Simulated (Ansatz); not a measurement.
Task: Predict a relaxed structure of (H2In-mu-AsH2)2 (In₂As₂H₈), charge 0, singlet, at PBE0-D4/def2-SVP (Ansatz).

Result: 
```xyz
12

In    0.520    2.014   -0.216
H     1.625    2.351   -1.494
H    -0.222    3.083    0.913
As    1.349   -0.230    1.103
In   -0.524   -2.012    0.220
H    -1.628   -2.342    1.500
H     0.215   -3.087   -0.905
As   -1.348    0.229   -1.105
H     1.440   -0.090    2.604
H     2.780   -0.629    0.837
H    -1.426    0.086   -2.606
H    -2.782    0.628   -0.852
```
Point group D2h (tolerance 0.1 Å). This is one stationary point.

In the def2 sets In takes a core potential; there is no spin–orbit coupling.
